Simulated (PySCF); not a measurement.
Run record: EPR job, `CCc1c[c]ccc1` [radical].

Computed with UKS B3LYP, pcH-1 on C H, non-relativistic, mean-field spin-orbit, GIAO (PySCF 2.14.0). Geometry: GFN2-xTB. The input is one job of a driver script: a line of settings, then coordinates in Å.

Command:
```bash
OMP_NUM_THREADS=1 python probes_run.py task.json out
```

Input:
```
{"job": {"kind": "epr", "basis": "pcH-1"}, "charge": 0, "multiplicity": 2}
C     -2.236709     0.815428     0.288523
C     -1.375856     0.025282    -0.698860
C     -0.025308    -0.262438    -0.107258
C      0.179723    -1.423836     0.645448
C      1.409951    -1.623471     1.192688
C      2.469814    -0.774133     1.070213
C      2.263961     0.386132     0.326665
C      1.030044     0.628370    -0.249206
H     -3.213873     1.025024    -0.140916
H     -2.374013     0.249994     1.207610
H     -1.756065     1.758687     0.538277
H     -1.256709     0.602237    -1.618786
H     -1.878890    -0.911384    -0.947622
H     -0.627160    -2.130065     0.776436
H      3.427841    -0.977684     1.523373
H      3.072952     1.092422     0.202505
H      0.883299     1.531466    -0.825723
```

Question: Estimate the output.

Answer: 
```
UKS, coarse grid
  cycle   1  E = -310.15749508  |g| = 3.20e-01
  cycle   2  E = -310.15201719  |g| = 3.47e-01
  cycle   3  E = -310.21423323  |g| = 4.21e-02
  cycle   4  E = -310.21428894  |g| = 4.22e-02
  cycle   5  E = -310.21531933  |g| = 7.26e-03
  cycle   6  E = -310.21535379  |g| = 3.50e-03
  cycle   7  E = -310.21536540  |g| = 1.72e-03
  cycle   8  E = -310.21537014  |g| = 1.16e-03
  cycle   9  E = -310.21537182  |g| = 5.79e-04
UKS, final grid
  cycle   1  E = -310.21538276  |g| = 8.21e-04
  cycle   2  E = -310.21538202  |g| = 1.53e-03
  cycle   3  E = -310.21538337  |g| = 1.72e-04
  cycle   4  E = -310.21538344  |g| = 1.54e-04
  cycle   5  E = -310.21538351  |g| = 5.88e-05
  cycle   6  E = -310.21538351  |g| = 1.48e-05
E = -310.21538351 Eh   <S^2> = 0.7567 (exact 0.7500)
g shifts (ppm)      1          2          3
  rmc          -163       -163       -163
  gc             30         11        -33
  oz_so        -656        -36        949
  total        -789       -188        754
hyperfine (MHz)  atom isotope    a_iso     a_fc   dipolar eigenvalues
    0   13C       1.19       1.19     -0.35     -0.22      0.57
    1   13C       4.23       4.23     -1.25     -1.19      2.44
    2   13C      44.47      44.47     -6.68     -2.58      9.26
    3   13C      13.56      13.56    -13.89     -2.39     16.28
    4   13C     392.70     392.70    -79.01    -62.76    141.77
    5   13C      14.27      14.27    -13.84     -2.37     16.21
    6   13C      49.52      49.52     -6.32     -2.24      8.55
    7   13C      -7.35      -7.35     -6.17      2.21      3.96
    8    1H       1.09       1.09     -0.54     -0.45      0.98
    9    1H       0.07       0.07     -1.05     -0.79      1.84
   10    1H      -0.16      -0.16     -0.82     -0.64      1.45
   11    1H       4.31       4.31     -1.28     -0.70      1.98
   12    1H       0.51       0.51     -1.61     -0.87      2.48
   13    1H      57.44      57.44     -6.89     -5.67     12.56
   14    1H      55.57      55.57     -6.89     -5.68     12.58
   15    1H      15.91      15.91     -3.08     -2.25      5.33
   16    1H       6.15       6.15     -1.57      0.32      1.25
```

rmc, gc and oz_so are the mass-correction, gauge-correction and orbital-Zeeman/spin–orbit parts of the g shift along its three principal axes; a_iso is the isotropic hyperfine coupling and a_fc its Fermi-contact part. The program numbers atoms from 0.

Question: Get g_iso from the total shifts.

Answer: Their mean is -75 ppm; added to g_e = 2.002319 it gives 2.00224.

Question: How far is ⟨S²⟩ from the pure-spin value?

Answer: S = 0.5 gives S(S+1) = 0.75; the run has 0.7567, 0.0067 more.

Main results: ⟨S²⟩ 0.757; g_iso 2.0022.

One conformer (not necessarily the lowest) at the GFN2-xTB geometry, without solvent, vibrations or thermal averaging.

Time: 94 s of wall time (grids of density and orbitals included); peak memory 0.97 GiB. Hardware: one thread of an Arm Neoverse V1 (shared host).
Labels such as C1 count atoms from 1, the log's own numbers from 0.
